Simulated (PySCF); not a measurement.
A structure optimised at ωB97X-D3(BJ)/def2-SVP, used in a PySCF frequency run:

```xyz
15

B      0.5312    -0.1837     0.0000
F      1.8794    -0.0614     0.0000
N     -0.2342     0.9913     0.0000
C     -1.6837     1.0015     0.0000
C      0.3709     2.3136     0.0000
H     -2.0766     1.5203     0.8926
H     -2.0766     1.5203    -0.8926
H     -2.0837    -0.0221     0.0000
H      0.0626     2.8859    -0.8929
H      0.0626     2.8859     0.8929
H      1.4643     2.2239     0.0000
Si    -0.2781    -2.0523     0.0000
H     -1.1480    -2.2685    -1.1998
H     -1.1480    -2.2685     1.1998
H      0.7820    -3.1039     0.0000
```
Charge 0, spin multiplicity 1.

Problem. Write its SMILES, formula and point group.

Solution. CN(C)B(F)[SiH3], C2H9BFNSi, Cs

Problem. What are its rotational constants (standard atomic weights)?

Solution. 3.8069, 1.9338, 1.3235 GHz
